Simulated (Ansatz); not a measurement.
System: H5Si2O, charge 0, doublet. H5Si2O (SMILES O[SiH][SiH3], doublet).
B3LYP-D3(BJ)/def2-TZVP minimum from Ansatz (a program for electronic structure):
```xyz
8

Si    -0.6741    -0.5868     0.2340
O     -1.8351     0.3457    -0.5096
Si     1.4924     0.3220     0.0875
H     -0.7895    -1.9145    -0.4266
H     -1.8865     1.2728    -0.2611
H      1.4815     1.6674     0.7156
H      2.4182    -0.5513     0.8492
H      2.0000     0.4672    -1.3023
```
Charge 0, spin multiplicity 2.

Total energies in hartree (Ansatz). Radicals and triplets start from unrestricted determinants; spin-orbit coupling is neglected. Cores are frozen in correlated methods. No relativity. Where a partner has so few electrons that a lower coupled-cluster level is exact, that level stands in.

| species | HF/cc-pV(T+d)Z | CCSD(T)/cc-pV(T+d)Z | HF/cc-pV(Q+d)Z | CCSD(T)/cc-pV(Q+d)Z | CCSD(T)/cc-pV(D+d)Z | CCSDT(Q)/cc-pV(D+d)Z |
|---|---|---|---|---|---|---|
| 1: H5Si2O (SMILES O[SiH][SiH3], doublet) | -655.70074 | -656.23319 | -655.71480 | -656.28123 | -656.07248 | -656.07469 |
| 2: Si (triplet) | -288.85649 | -288.93344 | -288.85845 | -288.93781 | -288.91643 | -288.91690 |
| 3: O (triplet) | -74.81176 | -74.97396 | -74.81729 | -74.99357 | -74.90995 | -74.91013 |
| 4: H (doublet) | -0.49981 | -0.49981 | -0.49995 | -0.49995 | -0.49928 | -0.49928 |

### Question
Work out the atomisation energy (electronic, to ground-state atoms) in kcal/mol: take Hartree-Fock from cc-pV(Q+d)Z, extrapolate the CCSD(T) correlation energy as X^-3 (X = 3, 4), and add CCSDT(Q) - CCSD(T) in cc-pV(D+d)Z. 1 hartree = 627.51 kcal/mol.

### Answer

Species 1: correlation (64·(-0.56643) - 27·(-0.53245))/37 = -0.59123; step -0.00221; E1 = -655.71480 + (-0.59123) + (-0.00221) = -656.30824
Species 2: correlation (64·(-0.07936) - 27·(-0.07695))/37 = -0.08112; step -0.00047; E2 = -288.85845 + (-0.08112) + (-0.00047) = -288.94004
Species 3: correlation (64·(-0.17628) - 27·(-0.16220))/37 = -0.18655; step -0.00018; E3 = -74.81729 + (-0.18655) + (-0.00018) = -75.00402
Species 4: correlation (64·(0.00000) - 27·(0.00000))/37 = 0.00000; step +0.00000; E4 = -0.49995 + (0.00000) + (+0.00000) = -0.49995
-1·E1 +2·E2 +1·E3 +5·E4 = 0.92439 hartree = 580.1 kcal/mol.
